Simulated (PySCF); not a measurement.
Vertical excitation energies

Species: C₄H₃O₄S₂ (charge -1).
Geometry (GFN2-xTB, Å), atoms numbered from 1 in this order:
```
atom  x, y, z in Å
O1    -2.7050    0.6486    1.3662
S2    -2.4333    0.3372   -0.0315
O3    -3.0207   -0.9080   -0.5042
O4    -2.5772    1.4670   -0.9402
C5    -0.6572    0.0128   -0.0435
C6     0.0476   -1.1224   -0.2374
C7     1.4546   -0.9516   -0.1344
C8     1.7821    0.3369    0.1431
O9     3.0398    0.8404    0.3057
S10    0.3632    1.3515    0.2792
H11   -0.4371   -2.0567   -0.4534
H12    2.1780   -1.7371   -0.2589
H13    2.9608    1.7817    0.4914
```

Method: TDDFT B3LYP/def2-SVPD, vertical, gas phase, core orbitals frozen in the response in PySCF.

Q: List the vertical singlet excitations with oscillator strengths and describe the spectrum.

A: 

| state | E (eV) | λ (nm) | f | main configurations (H = HOMO, L = LUMO) |
| --- | --- | --- | --- | --- |
| S1 | 3.80 | 325.9 | 0.0000 | H-1→L (96%) |
| S2 | 4.10 | 302.7 | 0.0001 | H→L (98%) |
| S3 | 4.51 | 275.1 | 0.0011 | H→L+1 (99%) |
| S4 | 4.86 | 255.1 | 0.116 | H-1→L+1 (95%) |
| S5 | 4.93 | 251.5 | 0.0018 | H-2→L (89%) |
| S6 | 5.24 | 236.5 | 0.0010 | H-1→L+2 (94%) |
| S7 | 5.28 | 234.8 | 0.013 | H-3→L (94%) |
| S8 | 5.39 | 229.9 | 0.0073 | H-4→L (89%) |

Triplets (Tamm–Dancoff): T1 3.41 eV, H-1→L+1 (92%); T2 3.71 eV, H-1→L (95%); T3 4.09 eV, H→L (98%).

The lowest singlet lies at 3.80 eV (326 nm, ultraviolet) and is dark (f under 0.0005); its leading configuration is HOMO-1→LUMO (96%). The most intense listed level is S4 at 4.86 eV (255 nm, f = 0.116), 1.06 eV above S1. Löwdin shares by element: HOMO oxygen 99% or more; LUMO sulfur 40% or more, oxygen 25% or more, hydrogen 21% or more, carbon 6% or more. Of the 8 states listed, 2 reach f = 0.01 and 2 stay under 0.0005. Orbital energies (eV): HOMO-3 -3.80, HOMO-2 -3.76, HOMO-1 -2.59, HOMO -2.55, LUMO 2.08, LUMO+1 2.75, LUMO+2 3.56. The listed states span 1.59 eV, and the widest gap between neighbours is 0.41 eV (S2 to S3). No detachment energy is given for this anion; states above it aren't bound, and a finite basis only mimics them. The window holds the lowest 8 singlets.

One conformer stands for the species.
